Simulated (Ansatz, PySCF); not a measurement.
Gas-phase reaction in SMILES: N[Si](O)(O)O -> N[Si](O)O + [OH] (HO) (the O-Si bond at the site shown breaks; other sites are not compared here)
Each molecule is optimised on its own at B3LYP-D3(BJ)/def2-TZVP (Ansatz, a program for electronic structure), one conformer each, not searched for the lowest.

Property: bond dissociation energy (enthalpy at 298 K, with B3LYP-D3(BJ) rigid-rotor harmonic-oscillator terms from PySCF), in kcal/mol. Cores are frozen in the correlated levels unless marked. UHF or UKS for open shells. No spin-orbit coupling. No relativistic terms. Basis-set limits of correlation are two-point, X^-3; Hartree-Fock from the larger set.

CCSD(T)/CBS(cc-pV(T+d)Z,cc-pV(Q+d)Z) (Ansatz) gives 138.0 kcal/mol.

Q: Another calculation gave 128.1 kcal/mol. Which level was it?
(A) B2GP-PLYP/def2-TZVPD (Ansatz)
(B) SVWN5/def2-TZVPD (Ansatz)
(C) BLYP/def2-TZVPD (Ansatz)
(D) r2SCAN/def2-TZVPD (Ansatz)

A: D, r2SCAN/def2-TZVPD (Ansatz). The others give 123.2 (BLYP), 133.0 (B2GP-PLYP), 148.9 (SVWN5) kcal/mol.
